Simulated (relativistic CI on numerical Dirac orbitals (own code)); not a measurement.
Computed by Dirac equation for one electron, model QED (radiative potential, 1s self-energy scaled to tabulated hydrogen-like ionisation energies) (own radial code, finite nucleus).

Configuration list: 1s, 2s, 2p, 3s, 3p, 3d, 4s, 4p, 4d, 4f, 5s, 5p, 5d, 5f, 5g, 6s, 6p, 6d. Levels of other configurations are missing.

Outline of the computed level scheme of In XLIX. Lowest level of each configuration: 1s 2S_1/2 at 0.0 eV; 2p 2P°_1/2 at 25233.6 eV; 2s 2S_1/2 at 25238.7 eV; 3p 2P°_1/2 at 29997.1 eV; 3s 2S_1/2 at 29998.6 eV; 3d 2D_3/2 at 30081.3 eV; 4p 2P°_1/2 at 31652.5 eV; 4s 2S_1/2 at 31653.1 eV; 4d 2D_3/2 at 31687.9 eV.

Some strong electric-dipole decays among the lowest 14 levels: 2p 2P°_1/2 → 1s 2S_1/2 (3.7e+15 s⁻¹); 2p 2P°_3/2 → 1s 2S_1/2 (3.5e+15 s⁻¹); 3p 2P°_3/2 → 1s 2S_1/2 (9.5e+14 s⁻¹); 3p 2P°_1/2 → 1s 2S_1/2 (9.4e+14 s⁻¹); 4p 2P°_3/2 → 1s 2S_1/2 (3.9e+14 s⁻¹); 4p 2P°_1/2 → 1s 2S_1/2 (3.8e+14 s⁻¹); 3d 2D_5/2 → 2p 2P°_3/2 (3.7e+14 s⁻¹); 3d 2D_3/2 → 2p 2P°_1/2 (3.3e+14 s⁻¹).
